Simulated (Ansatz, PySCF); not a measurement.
CH₃AlF₂S, SMILES C[S][Al]([F])[F]. Atoms are numbered in the order given.

```xyz
8

Al     0.2245     0.5808     0.5169
F      1.2884     1.8163     0.7959
F     -0.9320     0.2439     1.6597
S      0.3034    -0.5954    -1.2845
C     -1.1088    -1.7534    -0.9644
H     -1.5885    -1.5534     0.0016
H     -0.7205    -2.7803    -0.9752
H     -1.8436    -1.6309    -1.7709
```
Charge 0, spin multiplicity 1.

The structure is a stationary point at B3LYP-D3(BJ)/def2-SVP. The structure was generated by enumeration; whether it is a known compound was not checked. The values are those of a single conformer.

Two levels are set side by side: PBE-D3(BJ)/def2-SVP (Ansatz, an electronic-structure program) and B3LYP-D3(BJ)/def2-SVP (Ansatz). Each level has its own optimised geometry; the coordinates shown are those of the second. Frequencies come from the Hessian of PySCF at each geometry. Differences are taken from unrounded values.

```tsv
quantity	B3LYP-D3(BJ)	PBE-D3(BJ)	PBE-D3(BJ) minus B3LYP-D3(BJ)
mean bond length (Å)	1.516	1.525	0.008
bond Al1–F2 (Å)	1.654	1.667	0.012
bond Al1–F3 (Å)	1.660	1.674	0.013
bond Al1–S4 (Å)	2.153	2.162	0.009
bond S4–C5 (Å)	1.854	1.853	-0.001
bond C5–H6 (Å)	1.097	1.105	0.008
bond C5–H7 (Å)	1.098	1.106	0.008
bond C5–H8 (Å)	1.098	1.106	0.008
highest harmonic wavenumber (cm⁻¹)	3175	3113	-62
mean harmonic wavenumber (cm⁻¹)	1085	1058	-28
zero-point energy (kcal/mol)	27.93	27.21	-0.72
```

GGA bonds tend to be longer and softer than those of functionals with exact exchange. Differences between two approximate levels are no errors against the true value.
